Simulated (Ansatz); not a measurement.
Ansatz (an electronic-structure program) input:

Ansatz 0.2 input:
```yaml
crystal:
  periodic: [false, false, false]
  atoms:
    - {symbol: O, position_ang: [0.23147785, -0.45883541, -1.01542019]}
    - {symbol: S, position_ang: [-0.49788379, 0.31337667, 0.26109080]}
    - {symbol: O, position_ang: [0.06885049, -0.24643670, 1.47363604]}
    - {symbol: O, position_ang: [-0.39349816, 1.72877654, 0.02076365]}
    - {symbol: H, position_ang: [0.55922888, -1.33802045, -0.80697445]}
basis:
  gaussian:
    orbitals: def2-TZVP
hamiltonian:
  xc: b3lyp
  dispersion: d3bj
magnetization: {spin_polarized: true, initial_magnetization: 1}
relax: {f_tol: 0.002, max_steps: 150}
```

Problem. What final total energy does it print?

Solution. -624.54431 Eh (B3LYP-D3(BJ)/def2-TZVP). The basis has 136 functions.

It need not be the lowest isomer of its formula.
